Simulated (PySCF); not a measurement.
These are B3LYP-D3(BJ)/def2-TZVP // r2SCAN-D4/def2-SVP in PySCF values and carry that method's errors. All species are isolated molecules in the gas phase. One relaxed conformer stands for a flexible species; it need not be the lowest. B3LYP has the VWN-RPA correlation part, as in Gaussian. 

Reference species: [Nb(F)5] (neutral, multiplicity 1).

```json
{
  "mean_distance_from_the_central_atom_to_its_bonded_neighbours": "1.853 Å",
  "coordination_number": "5",
  "charge on the central atom (Mulliken)": "2.04 e"
}
```

Changed species: [Nb(F)2(OH)3] (3 of 5 F replaced by OH; the reference has 0 of 5 F replaced by OH).

Q: Predict the effect on the mean distance from the central atom to its bonded neighbours, coordination number and charge on the central atom (Mulliken).

A: the mean distance from the central atom to its bonded neighbours goes up by 0.039 Å, to 1.892 Å; the coordination number is nearly the same; the charge on the central atom (Mulliken) decreases by 0.09 e, to 1.95 e.
